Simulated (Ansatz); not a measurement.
Results of the Gaussian-basis code of Ansatz.

A structure relaxed at PBE0-D4/def2-TZVP, charge 0, multiplicity 1:

Cartesian coordinates in Å:
```
C 2.3178 0.7211 0.0477
N 0.9693 0.3016 0.0199
V -0.5709 -0.1777 -0.0118
N -1.0509 -0.6894 1.7011
N -0.7074 -1.6030 -1.1849
N -1.6061 1.2456 -0.5854
H 2.8865 0.2664 -0.7723
H 2.3912 1.8106 -0.0530
H 2.7975 0.4354 0.9915
H -0.5392 -0.4790 2.5437
H -1.6560 -1.4858 1.8465
H -1.5158 -1.6966 -1.7843
H 0.0626 -2.1432 -1.5472
H -2.5163 1.4127 -0.1791
H -1.2625 2.0813 -1.0323
```

(1) Give its formula and SMILES.

(2) Point group (tolerance 0.08 Å, 0.16 Å for H)?

(3) Summarise the bond lengths by kind.

## Answers

(1) CH9N4V, `C[N]=[V]([NH2])([NH2])[NH2]`.

(2) C3.

(3) 1 × C–N 1.412 Å; 3 × C–H 1.097 Å; 4 × N–V 1.613 to 1.851 Å; 6 × H–N 1.008 to 1.011 Å.
